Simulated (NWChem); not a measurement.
System: MoSOClF; SMILES [O]=[Mo]([F])(=[S])[Cl]

The following NWChem deck was run.

```
start job
memory heap 200 mb stack 900 mb global 1100 mb
geometry units angstroms noautoz
  Mo     0.242313     0.069397     0.041593
  O      0.946246     0.163483     1.537233
  S     -1.175095     1.614055    -0.068178
  F      1.502343     0.301813    -1.271460
  Cl    -0.832072    -1.901748    -0.127684
end
basis spherical
  * library def2-svp
end
ecp
  Mo library def2-ecp
end
dft
  xc pbe0
  iterations 150
  mulliken
end
task dft energy
```

Parts of the log:

```
             Northwest Computational Chemistry Package (NWChem) 7.3.0
             --------------------------------------------------------

 C1  symmetry detected

                             Geometry "geometry" -> ""
                             -------------------------

 Output coordinates in angstroms (scale by  1.889725989 to convert to a.u.)

  No.       Tag          Charge          X              Y              Z
 ---- ---------------- ---------- -------------- -------------- --------------
    1 Mo                  42.0000     0.24799807     0.08829628     0.07178221
    2 O                    8.0000     0.79540926     0.26040069     1.62485462
    3 S                   16.0000    -1.28349298     1.49831184    -0.19924316
    4 F                    9.0000     1.60170361     0.41948179    -1.12136424
    5 Cl                  17.0000    -0.62697869    -1.97293970    -0.16079535

 Effective nuclear repulsion energy (a.u.)     700.0192792916

                                 NWChem DFT Module
                                 -----------------

 Summary of "ao basis" -> "ao basis" (spherical)
 ------------------------------------------------------------------------------
       Tag                 Description            Shells   Functions and Types
 ---------------- ------------------------------  ------  ---------------------
 Mo                         def2-svp                11       31   5s3p2d1f
 O                          def2-svp                 6       14   3s2p1d
 S                          def2-svp                 8       18   4s3p1d
 F                          def2-svp                 6       14   3s2p1d
 Cl                         def2-svp                 8       18   4s3p1d

            General Information
            -------------------
          SCF calculation type: DFT
          Wavefunction type:  closed shell.
          No. of atoms     :     5
          No. of electrons :    64
           Alpha electrons :    32
            Beta electrons :    32
          Charge           :     0
          Spin multiplicity:     1
          Use of symmetry is: off; symmetry adaption is: off
          Maximum number of iterations: 150
          AO basis - number of functions:    95
                     number of shells:    39
          Convergence on energy requested:  1.00D-06
          Convergence on density requested:  1.00D-05
          Convergence on gradient requested:  5.00D-04

              XC Information
              --------------
                         PBE0 Method XC Functional
                     Hartree-Fock (Exact) Exchange  0.250
          PerdewBurkeErnzerhof Exchange Functional  0.750
            Perdew 1991 LDA Correlation Functional  1.000 local
           PerdewBurkeErnz. Correlation Functional  1.000 non-local

             Grid Information
             ----------------
          Grid used for XC integration:  medium
          Radial quadrature: Mura-Knowles
          Angular quadrature: Lebedev.
          Tag              B.-S. Rad. Rad. Pts. Rad. Cut. Ang. Pts.
          ---              ---------- --------- --------- ---------
          Mo                  1.45      123           8.0       590
          O                   0.60       49           8.0       434
          S                   1.00       88          10.0       590
          F                   0.50       49           9.0       434
          Cl                  1.00       88          10.0       590
          Grid pruning is: on
          Number of quadrature shells:   397
          Spatial weights used:  Erf1

      Superposition of Atomic Density Guess
      -------------------------------------

 Sum of atomic energies:       -1107.94649083

      Non-variational initial energy
      ------------------------------

 Total energy =   -1098.274340
 1-e energy   =   -2200.360919
 2-e energy   =     771.161598
 HOMO         =      -0.347958
 LUMO         =      -0.056574

     ---------------------------------------------
      Total Density - Mulliken Population Analysis
     ---------------------------------------------

    Atom       Charge   Shell Charges
 -----------   ------   -------------------------------------------------------
    1 Mo  14    11.15  -0.39  1.55  0.87  0.30  0.04  5.95  0.32  0.12  1.91  0.42  0.07
    2 O    8     9.03   1.99  1.16  0.75  3.16  1.96  0.01
    3 S   16    16.76   2.00  1.99  1.25  0.65  5.94  1.94  2.96  0.03
    4 F    9     9.64   1.99  1.15  0.81  3.53  2.16  0.00
    5 Cl  17    17.42   2.00  1.99  1.23  0.71  5.94  2.17  3.36  0.01

   convergence    iter        energy       DeltaE   RMS-Dens  Diis-err
 ---------------- ----- ----------------- --------- --------- ---------
 d= 0,ls=0.0,diis     1  -1100.3739002693 -1.43D+03  6.09D-02  4.40D+00
 d= 0,ls=0.0,diis     2  -1091.8772544214  8.50D+00  5.23D-02  5.96D+01
 d= 0,ls=0.0,diis     3  -1100.6731201363 -8.80D+00  1.20D-02  2.78D+00
 d= 0,ls=0.0,diis     4  -1100.9106757506 -2.38D-01  5.43D-03  4.50D-01
 d= 0,ls=0.0,diis     5  -1100.9259317547 -1.53D-02  3.70D-03  1.94D-01
  Resetting Diis
 d= 0,ls=0.0,diis     6  -1100.9538272059 -2.79D-02  8.24D-04  1.06D-02
 d= 0,ls=0.0,diis     7  -1100.9544985560 -6.71D-04  1.54D-03  3.67D-03
 d= 0,ls=0.0,diis     8  -1100.9509457920  3.55D-03  1.21D-03  3.33D-02
 d= 0,ls=0.0,diis     9  -1100.9547823123 -3.84D-03  2.76D-04  1.50D-03
 d= 0,ls=0.0,diis    10  -1100.9549754056 -1.93D-04  2.79D-05  3.83D-06
 d= 0,ls=0.0,diis    11  -1100.9549754714 -6.58D-08  1.44D-05  4.15D-06
 d= 0,ls=0.0,diis    12  -1100.9549759987 -5.27D-07  4.35D-06  1.30D-07

         Total DFT energy =    -1100.954975998650
      One electron energy =    -2202.342870802799
           Coulomb energy =      850.721058323371
    Exchange-Corr. energy =      -80.258144033083
 Nuclear repulsion energy =      330.924980513861

 Numeric. integr. density =       63.999998055401

                       DFT Final Molecular Orbital Analysis
                       ------------------------------------

 Vector   30  Occ=2.000000D+00  E=-3.700713D-01
              MO Center= -6.5D-01, -3.2D-02,  7.1D-02, r^2= 4.5D+00
   Bfn.  Coefficient  Atom+Function         Bfn.  Coefficient  Atom+Function
  ----- ------------  ---------------      ----- ------------  ---------------
    90      0.359459  5 Cl pz                87      0.270871  5 Cl pz
    57     -0.223882  3 S  py                15     -0.217282  1 Mo d -2
    56      0.208864  3 S  px                54     -0.202192  3 S  py
    53      0.193314  3 S  px                 2     -0.184590  1 Mo s
    36      0.172196  2 O  py                 4      0.160461  1 Mo s

 Vector   31  Occ=2.000000D+00  E=-3.325432D-01
              MO Center= -7.7D-01,  5.6D-01, -1.8D-01, r^2= 3.6D+00
   Bfn.  Coefficient  Atom+Function         Bfn.  Coefficient  Atom+Function
  ----- ------------  ---------------      ----- ------------  ---------------
    56      0.332086  3 S  px                88     -0.300761  5 Cl px
    19     -0.271191  1 Mo d  2              57      0.264913  3 S  py
    53      0.255402  3 S  px                85     -0.214497  5 Cl px
    54      0.206777  3 S  py                58     -0.186892  3 S  pz
    50      0.144887  3 S  px                55     -0.143719  3 S  pz

 Vector   32  Occ=2.000000D+00  E=-3.116899D-01
              MO Center= -7.9D-01,  1.1D+00,  1.1D-01, r^2= 3.0D+00
   Bfn.  Coefficient  Atom+Function         Bfn.  Coefficient  Atom+Function
  ----- ------------  ---------------      ----- ------------  ---------------
    58      0.484320  3 S  pz                55      0.363298  3 S  pz
    57      0.222600  3 S  py                36     -0.214158  2 O  py
    52      0.204922  3 S  pz                39     -0.166011  2 O  py
    54      0.165972  3 S  py                37     -0.137944  2 O  pz
    35      0.136777  2 O  px                88     -0.124730  5 Cl px

 Vector   33  Occ=0.000000D+00  E=-1.405766D-01
              MO Center=  9.5D-03,  1.1D-01, -7.6D-03, r^2= 2.7D+00
   Bfn.  Coefficient  Atom+Function         Bfn.  Coefficient  Atom+Function
  ----- ------------  ---------------      ----- ------------  ---------------
    15      0.515074  1 Mo d -2              16     -0.441098  1 Mo d -1
    19      0.340421  1 Mo d  2              56      0.268513  3 S  px
    58      0.222266  3 S  pz                88      0.176697  5 Cl px
    18     -0.156169  1 Mo d  1              68      0.148899  4 F  py
    17     -0.144886  1 Mo d  0              35     -0.143487  2 O  px

 Vector   34  Occ=0.000000D+00  E=-1.330881D-01
              MO Center= -2.0D-01,  4.5D-01,  8.9D-03, r^2= 2.8D+00
   Bfn.  Coefficient  Atom+Function         Bfn.  Coefficient  Atom+Function
  ----- ------------  ---------------      ----- ------------  ---------------
    19      0.615513  1 Mo d  2              16      0.462057  1 Mo d -1
    57      0.325766  3 S  py                56      0.259086  3 S  px
    58     -0.186937  3 S  pz                54      0.174577  3 S  py
    53      0.150660  3 S  px                24      0.149880  1 Mo d  2
    36     -0.141358  2 O  py                88      0.134571  5 Cl px

 Vector   35  Occ=0.000000D+00  E=-9.025101D-02
              MO Center=  1.6D-01, -1.9D-03,  2.8D-01, r^2= 2.6D+00
   Bfn.  Coefficient  Atom+Function         Bfn.  Coefficient  Atom+Function
  ----- ------------  ---------------      ----- ------------  ---------------
    16      0.490947  1 Mo d -1              15      0.457097  1 Mo d -2
    89     -0.349601  5 Cl py                17     -0.302990  1 Mo d  0
    19     -0.302090  1 Mo d  2              36     -0.295570  2 O  py
    39     -0.283084  2 O  py                81     -0.252270  5 Cl s
    57     -0.240811  3 S  py                18     -0.186748  1 Mo d  1

     ---------------------------------------------
      Total Density - Mulliken Population Analysis
     ---------------------------------------------

    Atom       Charge   Shell Charges
 -----------   ------   -------------------------------------------------------
    1 Mo  14    13.17  -0.40  1.63  0.82  0.29 -0.02  6.00  0.53  0.13  3.53  0.58  0.09
    2 O    8     8.29   1.99  1.14  0.78  2.73  1.63  0.01
    3 S   16    16.05   2.00  1.99  1.29  0.61  5.93  1.78  2.42  0.04
    4 F    9     9.33   1.99  1.13  0.83  3.31  2.06  0.00
    5 Cl  17    17.16   2.00  1.99  1.27  0.69  5.93  2.13  3.13  0.02

     -------------------------------------------
      Total Density - Lowdin Population Analysis
     -------------------------------------------

    Atom       Charge   Shell Charges
 -----------   ------   -------------------------------------------------------
    1 Mo  14    14.32   0.00  0.98  0.93  0.34  0.13  5.63  1.01  0.41  3.25  1.49  0.14
    2 O    8     8.06   1.98  0.99  0.66  2.62  1.79  0.03
    3 S   16    15.68   2.00  1.96  0.98  0.65  5.81  1.88  2.36  0.05
    4 F    9     9.13   1.98  1.03  0.76  3.20  2.16  0.01
    5 Cl  17    16.80   2.00  1.96  1.03  0.73  5.82  2.25  3.00  0.02

     Multipole analysis of the density
     ---------------------------------

     L   x y z        total         alpha         beta         nuclear
     -   - - -        -----         -----         ----         -------
     0   0 0 0      0.000000    -32.000000    -32.000000     64.000000

     1   1 0 0     -0.118646      6.501755      6.501755    -13.122155
     1   0 1 0     -0.157764      2.257099      2.257099     -4.671962
     1   0 0 1     -0.218660      1.789752      1.789752     -3.798164

     2   2 0 0    -43.603466   -132.597478   -132.597478    221.591490
     2   1 1 0     -0.578493      2.799333      2.799333     -6.177159
     2   1 0 1      0.227174     -0.295795     -0.295795      0.818764
     2   0 2 0    -42.693614   -207.625417   -207.625417    372.557220
     2   0 1 1     -0.084859      0.213383      0.213383     -0.511625
     2   0 0 2    -45.046116    -82.490478    -82.490478    119.934840
```

Level: PBE0/def2-SVP with def2 effective core potentials on Mo. All runs use the structure optimised with PBE0/def2-SVP. def2 effective core potentials on Mo; no spin-orbit coupling.
